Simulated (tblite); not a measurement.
Species: C4H14OSeSi2.
Numbering: `[CH3:1][C@:2]([OH:3])([CH2:4][SiH3:5])[CH2:6][SiH2:7][SeH:8]` (hydrogens: H9, H10, H11 on C1; H12 on O3; H13, H14 on C4; H15, H16, H17 on Si5; H18, H19 on C6; H20, H21 on Si7; H22 on Se8)

Computed with GFN2-xTB (tblite), gas phase: L-BFGS steps from a force-field or distance-geometry start until the largest atomic force falls under 0.01 eV/Å.

Step 130: E = -719.1260 eV
```
atom  x, y, z in Å  |  force x, y, z in eV/Å
C1     -0.9509   -1.7614   -0.6377    0.010  -0.010   0.002
C2     -0.5845   -0.3771   -0.0942   -0.005   0.005  -0.008
O3     -0.6115   -0.3879    1.3277    0.005  -0.068   0.001
C4     -1.6193    0.6646   -0.5242   -0.018  -0.007   0.000
Si5    -1.6241    2.2274    0.5666    0.009  -0.019  -0.007
C6      0.8137    0.0351   -0.5819   -0.017   0.020  -0.016
Si7     2.2464   -0.9357    0.1970    0.018   0.013  -0.062
Se8     4.2349    0.0239   -0.4428    0.002   0.005   0.014
H9     -1.9322   -2.0631   -0.2737    0.018   0.029   0.023
H10    -0.9803   -1.7504   -1.7244    0.012   0.021   0.008
H11    -0.2208   -2.5054   -0.3191    0.001   0.012  -0.009
H12    -0.2850   -1.2359    1.6473   -0.029   0.053   0.003
H13    -1.4619    0.9240   -1.5711    0.007  -0.020  -0.004
H14    -2.6096    0.2126   -0.4559   -0.019  -0.010  -0.012
H15    -1.8595    1.9250    1.9699   -0.011  -0.016   0.026
H16    -0.3616    2.9594    0.4082   -0.006   0.002   0.002
H17    -2.7174    3.0573    0.0462    0.021   0.028  -0.004
H18     0.8580   -0.0591   -1.6694   -0.009   0.016   0.013
H19     0.9471    1.0945   -0.3507    0.016  -0.019  -0.008
H20     2.3640   -2.2912   -0.3403    0.006  -0.023   0.032
H21     2.2474   -0.9378    1.6575   -0.008  -0.014   0.027
H22     4.0966    1.2007    0.3624   -0.004   0.002  -0.020
```

Step 131: E = -719.1258 eV
```
atom  x, y, z in Å  |  force x, y, z in eV/Å
C1     -0.9611   -1.7620   -0.6439   -0.006  -0.003  -0.006
C2     -0.5836   -0.3768   -0.1084   -0.002   0.019  -0.035
O3     -0.5928   -0.3827    1.3145   -0.005  -0.070  -0.010
C4     -1.6154    0.6720   -0.5296   -0.027  -0.003  -0.012
Si5    -1.6307    2.2129    0.5948    0.016  -0.017   0.022
C6      0.8125    0.0242   -0.6123    0.019   0.055  -0.055
Si7     2.2443   -0.9099    0.2179    0.017   0.008  -0.069
Se8     4.2379    0.0138   -0.4709   -0.019   0.031   0.046
H9     -1.9353   -2.0651   -0.2612    0.026   0.038   0.033
H10    -1.0150   -1.7539   -1.7306    0.028   0.035   0.038
H11    -0.2238   -2.5049   -0.3392   -0.005   0.015  -0.015
H12    -0.2832   -1.2375    1.6322   -0.032   0.045   0.011
H13    -1.4466    0.9537   -1.5703   -0.002  -0.035   0.035
H14    -2.6075    0.2197   -0.4811    0.001  -0.002  -0.016
H15    -1.9297    1.8888    1.9849    0.005  -0.009  -0.038
H16    -0.3468    2.9242    0.5025   -0.064  -0.027   0.001
H17    -2.6969    3.0683    0.0523    0.065   0.011   0.010
H18     0.8597   -0.1192   -1.6971   -0.005   0.039   0.100
H19     0.9419    1.0959   -0.4274    0.007  -0.107  -0.022
H20     2.3572   -2.2912   -0.2622   -0.002   0.034   0.069
H21     2.2543   -0.8364    1.6794   -0.013  -0.023  -0.042
H22     4.1501    1.1855    0.3532   -0.003  -0.034  -0.046
```

Step 132: E = -719.1269 eV
```
atom  x, y, z in Å  |  force x, y, z in eV/Å
C1     -0.9537   -1.7615   -0.6406   -0.001   0.008   0.006
C2     -0.5843   -0.3765   -0.1001   -0.002   0.008  -0.022
O3     -0.6034   -0.3851    1.3219   -0.019  -0.022  -0.006
C4     -1.6184    0.6679   -0.5266   -0.015  -0.012  -0.005
Si5    -1.6273    2.2208    0.5792   -0.012  -0.024  -0.004
C6      0.8128    0.0301   -0.5956   -0.004   0.021  -0.020
Si7     2.2446   -0.9250    0.2054    0.024   0.014  -0.077
Se8     4.2360    0.0182   -0.4532    0.001   0.004   0.012
H9     -1.9314   -2.0641   -0.2692    0.002   0.025   0.034
H10    -0.9937   -1.7513   -1.7270    0.020   0.026   0.006
H11    -0.2204   -2.5043   -0.3280    0.008   0.006  -0.008
H12    -0.2843   -1.2344    1.6423   -0.015   0.009   0.013
H13    -1.4551    0.9364   -1.5709    0.000  -0.023   0.012
H14    -2.6098    0.2160   -0.4673   -0.006  -0.009  -0.014
H15    -1.8933    1.9093    1.9755   -0.008  -0.021   0.019
H16    -0.3550    2.9404    0.4528    0.000   0.008  -0.002
H17    -2.7068    3.0656    0.0507    0.041   0.017  -0.003
H18     0.8571   -0.0869   -1.6810   -0.004   0.023   0.018
H19     0.9472    1.0942   -0.3862    0.006  -0.028  -0.007
H20     2.3619   -2.2920   -0.3043    0.002  -0.013   0.039
H21     2.2488   -0.8936    1.6651   -0.011  -0.015   0.031
H22     4.1181    1.1953    0.3547   -0.006   0.000  -0.020
```

Problem. Estimate the geometry and energy of step 133. (The exact step hangs on the optimiser's Hessian estimate; all steps are aligned on step 132, rigid shifts and turns removed.)

Solution. E = -719.1275 eV, largest force 0.073 eV/Å
```
atom  x, y, z in Å  |  force x, y, z in eV/Å
C1     -0.9549   -1.7614   -0.6416   -0.006   0.013   0.003
C2     -0.5840   -0.3762   -0.1024    0.000   0.007  -0.023
O3     -0.6001   -0.3841    1.3199   -0.027  -0.009  -0.008
C4     -1.6180    0.6689   -0.5280   -0.014  -0.015  -0.004
Si5    -1.6288    2.2175    0.5840   -0.020  -0.026  -0.004
C6      0.8126    0.0287   -0.6009   -0.003   0.008  -0.010
Si7     2.2440   -0.9203    0.2079    0.024   0.015  -0.067
Se8     4.2370    0.0154   -0.4563    0.003   0.003   0.008
H9     -1.9308   -2.0643   -0.2658    0.002   0.024   0.034
H10    -1.0000   -1.7507   -1.7279    0.021   0.025   0.013
H11    -0.2199   -2.5038   -0.3322    0.009   0.005  -0.010
H12    -0.2845   -1.2342    1.6409   -0.012   0.000   0.012
H13    -1.4516    0.9407   -1.5709   -0.004  -0.022   0.015
H14    -2.6098    0.2170   -0.4726    0.000  -0.008  -0.015
H15    -1.9069    1.9026    1.9771   -0.009  -0.024   0.021
H16    -0.3531    2.9317    0.4708    0.009   0.012  -0.005
H17    -2.7015    3.0693    0.0523    0.044   0.015  -0.005
H18     0.8565   -0.0969   -1.6848   -0.001   0.023   0.000
H19     0.9472    1.0940   -0.3999    0.003  -0.017  -0.003
H20     2.3609   -2.2919   -0.2893    0.001  -0.013   0.037
H21     2.2481   -0.8769    1.6674   -0.011  -0.014   0.028
H22     4.1272    1.1942    0.3500   -0.008   0.001  -0.018
```

The energy changes by -0.0006 eV. The first-order estimate −F·Δx gives -0.0006 eV and the mean of the old and new forces, exact on a quadratic surface, -0.0006 eV. The step makes an angle of 85° with the force vector and moves no atom by more than 0.020 Å.

What follows is the cost of the whole relaxation. Time: 2.6 s. Hardware: one thread, Arm Neoverse V2 (aarch64), no GPU (shared host).
